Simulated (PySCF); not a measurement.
# `CPC[P@@](=[Se])(C(C)=O)C(C)C`, C$_{7}$H$_{16}$OP$_{2}$Se

Geometry:
| atom | x (Å) | y (Å) | z (Å) |
| --- | --- | --- | --- |
| C1 | 3.941 | -1.104 | 0.263 |
| P2 | 2.220 | -1.018 | 0.926 |
| C3 | 1.469 | 0.001 | -0.446 |
| P4 | -0.097 | 0.751 | 0.154 |
| Se5 | 0.183 | 2.406 | 1.404 |
| C6 | -0.983 | 1.147 | -1.472 |
| C7 | -1.755 | 2.415 | -1.462 |
| O8 | -0.852 | 0.389 | -2.394 |
| C9 | -1.086 | -0.636 | 0.901 |
| C10 | -1.096 | -1.883 | 0.030 |
| C11 | -2.489 | -0.117 | 1.192 |
| H12 | 3.961 | -1.778 | -0.593 |
| H13 | 4.306 | -0.122 | -0.035 |
| H14 | 4.589 | -1.513 | 1.036 |
| H15 | 2.446 | 0.083 | 1.762 |
| H16 | 2.134 | 0.820 | -0.739 |
| H17 | 1.255 | -0.629 | -1.315 |
| H18 | -2.339 | 2.536 | -2.371 |
| H19 | -2.390 | 2.450 | -0.576 |
| H20 | -1.044 | 3.238 | -1.363 |
| H21 | -0.569 | -0.842 | 1.850 |
| H22 | -0.098 | -2.312 | -0.046 |
| H23 | -1.752 | -2.629 | 0.475 |
| H24 | -1.460 | -1.658 | -0.971 |
| H25 | -3.044 | 0.029 | 0.265 |
| H26 | -3.034 | -0.828 | 1.808 |
| H27 | -2.438 | 0.831 | 1.729 |

Theory: GIAO PBE0/pcSseg-1 magnetisability, rotational g tensor and spin-rotation constants, non-relativistic, gas phase (PySCF). Geometry: GFN2-xTB.

The calculation is non-relativistic, which matters for the atoms heavier than Zn.

Problem. Give the nuclear spin-rotation constants along the inertial axes (H = +C I·J) beside the isotropic shieldings.

Solution. Rotational constants 0.6537, 0.4851, 0.3886 GHz. A star marks the isotopologue with that one atom substituted, in its own axes.
| atom | isotope | Caa (kHz) | Cbb (kHz) | Ccc (kHz) | mean (kHz) | σ (ppm) |
| --- | --- | --- | --- | --- | --- | --- |
| P2 | 31P | 0.843 | 0.647 | 0.451 | 0.647 | 450.0 |
| P4 | 31P | 1.151 | 0.708 | 0.736 | 0.865 | 269.0 |
| H12 | 1H | -0.061 | -0.010 | -0.036 | -0.036 | 30.6 |
| H13 | 1H | -0.061 | -0.033 | -0.015 | -0.036 | 30.3 |
| H14 | 1H | -0.021 | -0.043 | -0.032 | -0.032 | 30.5 |
| H15 | 1H | -0.059 | 0.018 | -0.038 | -0.026 | 27.5 |
| H16 | 1H | -0.065 | -0.036 | -0.011 | -0.037 | 30.0 |
| H17 | 1H | -0.055 | -0.001 | -0.037 | -0.031 | 28.8 |
| H18 | 1H | -0.034 | -0.027 | -0.032 | -0.031 | 29.5 |
| H19 | 1H | -0.037 | -0.056 | 0.000 | -0.031 | 28.4 |
| H20 | 1H | -0.058 | -0.001 | -0.029 | -0.029 | 27.9 |
| H21 | 1H | -0.053 | -0.034 | -0.015 | -0.034 | 29.6 |
| H22 | 1H | 0.009 | -0.050 | -0.039 | -0.027 | 29.9 |
| H23 | 1H | -0.075 | -0.038 | -0.004 | -0.039 | 30.7 |
| H24 | 1H | -0.056 | -0.030 | -0.023 | -0.036 | 30.7 |
| H25 | 1H | -0.049 | -0.034 | -0.028 | -0.037 | 31.3 |
| H26 | 1H | -0.074 | -0.049 | 0.004 | -0.040 | 30.5 |
| H27 | 1H | -0.045 | -0.007 | -0.036 | -0.029 | 29.2 |
| C1 | 13C* | 0.084 | 0.065 | 0.047 | 0.066 | 177.2 |
| C3 | 13C* | 0.103 | 0.086 | 0.058 | 0.082 | 155.7 |
| Se5 | 77Se* | 0.697 | 0.351 | 0.381 | 0.476 | 2214.2 |
| C6 | 13C* | 0.338 | 0.230 | 0.145 | 0.238 | -37.9 |
| C7 | 13C* | 0.094 | 0.098 | 0.064 | 0.085 | 149.9 |
| O8 | 17O* | -0.471 | -0.414 | -0.148 | -0.344 | -398.6 |
| C9 | 13C* | 0.131 | 0.076 | 0.066 | 0.091 | 146.2 |
| C10 | 13C* | 0.089 | 0.065 | 0.058 | 0.071 | 169.9 |
| C11 | 13C* | 0.084 | 0.069 | 0.059 | 0.071 | 169.0 |

For the geometry as given, no vibrational averaging.
